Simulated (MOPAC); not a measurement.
Input for MOPAC: AM1 on H4Se2Si (SMILES [SiH3][Se][SeH]), a point of a torsion scan.

```
AM1 1SCF PRECISE CHARGE=0 THREADS=1
H4Se2Si

Si    -0.86164741 1     0.06877006 1     0.30033165 1
Se     0.88941769 1     0.58379390 1    -1.12342877 1
Se    -0.24817142 1     1.52694650 1    -2.89348830 1
H     -1.95607709 1    -0.43708470 1    -0.52142741 1
H     -1.25542750 1     1.28876308 1     0.99981366 1
H     -0.28643334 1    -0.93180673 1     1.18686564 1
H     -0.29150837 1     0.32868875 1    -3.71961493 1
```

Program output:

```
*******************************************************************************
 **                                                                           **
 **                              MOPAC v23.2.5                                **
 **                                                                           **
 *******************************************************************************
 ** MOPAC's Digital Object Identifier: https://doi.org/10.5281/zenodo.6511958 **
 **                                                                           **
 ** Please cite the open-source release paper for use of this MOPAC version:  **
 ** J. E. Moussa and J. J. P. Stewart (2026)                                  **
 ** MOPAC: An open-source semiempirical molecular orbital program             **
 ** J. Open Source Softw., 11(119), 8025, https://doi.org/10.21105/joss.08025 **
 *******************************************************************************

                              AM1 CALCULATION RESULTS

 *******************************************************************************
 *  AM1        - The AM1 Hamiltonian to be used
 *
 *
 *
 *                 CHARGE ON SYSTEM = 0
 *
 *
 *
 *  PRECISE    - TIGHTER CRITERIA TO BE USED
 *  1SCF       - DO 1 SCF AND THEN STOP
 *  THREADS=1  - MULTI-THREADING NOT USED
 *  T=         - A TIME OF 172800.0 SECONDS REQUESTED
 *  DUMP=N     - RESTART FILE WRITTEN EVERY 7200.0 SECONDS REQUESTED
 *******************************************************************************
AM1 1SCF PRECISE CHARGE=0 THREADS=1
 H4Se2Si

   ATOM   CHEMICAL          X               Y               Z
  NUMBER   SYMBOL      (ANGSTROMS)     (ANGSTROMS)     (ANGSTROMS)

     1      Si         -0.86164741  *   0.06877006  *   0.30033165  *
     2      Se          0.88941769  *   0.58379390  *  -1.12342877  *
     3      Se         -0.24817142  *   1.52694650  *  -2.89348830  *
     4       H         -1.95607709  *  -0.43708470  *  -0.52142741  *
     5       H         -1.25542750  *   1.28876308  *   0.99981366  *
     6       H         -0.28643334  *  -0.93180673  *   1.18686564  *
     7       H         -0.29150837  *   0.32868875  *  -3.71961493  *



          CARTESIAN COORDINATES

    NO.       ATOM           X           Y           Z

     1        Si         -0.8616      0.0688      0.3003
     2        Se          0.8894      0.5838     -1.1234
     3        Se         -0.2482      1.5269     -2.8935
     4         H         -1.9561     -0.4371     -0.5214
     5         H         -1.2554      1.2888      0.9998
     6         H         -0.2864     -0.9318      1.1869
     7         H         -0.2915      0.3287     -3.7196

  H: (AM1): M.J.S. DEWAR ET AL, J. AM. CHEM. SOC. 107 3902-3909 (1985)
 Si: (AM1): M.J.S.DEWAR, C. JIE, ORGANOMETALLICS, 6, 1486-1490 (1987).
 Se: (AM1): J. J. P. STEWART, J. MOL. MOD., 10, 155-164 (2004)

           Empirical Formula: H4 Si Se2  =     7 atoms



      MOLECULAR POINT GROUP   :   C1


      RHF CALCULATION, NO. OF DOUBLY OCCUPIED LEVELS = 10


 -------------------------------------------------------------------------------
 AM1 1SCF PRECISE CHARGE=0 THREADS=1
 H4Se2Si



     1SCF WAS SPECIFIED, SO BFGS WAS NOT USED
     SCF FIELD WAS ACHIEVED


                              AM1 CALCULATION
                                                       MOPAC v23.2.5 Linux




          FINAL HEAT OF FORMATION =         20.60732 KCAL/MOL =      86.22101 KJ/MOL


          COSMO AREA              =        134.51 SQUARE ANGSTROMS
          COSMO VOLUME            =        128.86 CUBIC ANGSTROMS

          IONIZATION POTENTIAL    =          8.214632 EV
          HOMO LUMO ENERGIES (EV) =         -8.215 -2.643
          NO. OF FILLED LEVELS    =         10
          MOLECULAR WEIGHT        =        190.0371         POINT GROUP:  C1

          MOLECULAR DIMENSIONS (Angstroms)

            Atom       Atom       Distance
            H     7    H     6     5.06581
           Se     2    H     4     2.96740
            H     5    H     6     2.29209


          SCF CALCULATIONS        =          1





   ATOM   CHEMICAL          X               Y               Z
  NUMBER   SYMBOL      (ANGSTROMS)     (ANGSTROMS)     (ANGSTROMS)

     1      Si         -0.86164741  *   0.06877006  *   0.30033165  *
     2      Se          0.88941769  *   0.58379390  *  -1.12342877  *
     3      Se         -0.24817142  *   1.52694650  *  -2.89348830  *
     4       H         -1.95607709  *  -0.43708470  *  -0.52142741  *
     5       H         -1.25542750  *   1.28876308  *   0.99981366  *
     6       H         -0.28643334  *  -0.93180673  *   1.18686564  *
     7       H         -0.29150837  *   0.32868875  *  -3.71961493  *

                             CARTESIAN COORDINATES

   1   Si       -0.861647410     0.068770060     0.300331650
   2   Se        0.889417690     0.583793900    -1.123428770
   3   Se       -0.248171420     1.526946500    -2.893488300
   4    H       -1.956077090    -0.437084700    -0.521427410
   5    H       -1.255427500     1.288763080     0.999813660
   6    H       -0.286433340    -0.931806730     1.186865640
   7    H       -0.291508370     0.328688750    -3.719614930


           Empirical Formula: H4 Si Se2  =     7 atoms



      MOLECULAR POINT GROUP   :   C1


                  EIGENVALUES
 -21.07222 -19.34547 -15.87327 -13.25334 -12.98817 -12.60403 -11.53153 -10.80627
  -8.60984  -8.21463  -2.64326  -1.72599   0.17213   1.27505   1.34027   1.64470


              NET ATOMIC CHARGES AND DIPOLE CONTRIBUTIONS

  ATOM NO.   TYPE          CHARGE      No. of ELECS.   s-Pop       p-Pop
    1         Si           0.510860        3.4891     0.90157     2.58757
    2         Se          -0.204912        6.2049     1.98629     4.21862
    3         Se           0.098939        5.9011     1.97291     3.92815
    4          H          -0.130243        1.1302     1.13024
    5          H          -0.128663        1.1287     1.12866
    6          H          -0.123989        1.1240     1.12399
    7          H          -0.021992        1.0220     1.02199
 DIPOLE           X         Y         Z       TOTAL
 POINT-CHG.    -0.907     0.317    -0.138     0.970
 HYBRID        -0.395    -0.769    -0.118     0.873
 SUM           -1.302    -0.452    -0.256     1.402


          ATOMIC ORBITAL ELECTRON POPULATIONS

     Atom    s        px        py        pz
    1 Si   0.90157   0.84867   0.87238   0.86651
    2 Se   1.98629   1.11835   1.82800   1.27228
    3 Se   1.97291   1.74928   1.04225   1.13662
    4  H   1.13024
    5  H   1.12866
    6  H   1.12399
    7  H   1.02199

 **********************
 *                    *
 * JOB ENDED NORMALLY *
 *                    *
 **********************




 == MOPAC DONE ==
```

The run finished.

Cost: roughly 0.020 core-seconds.
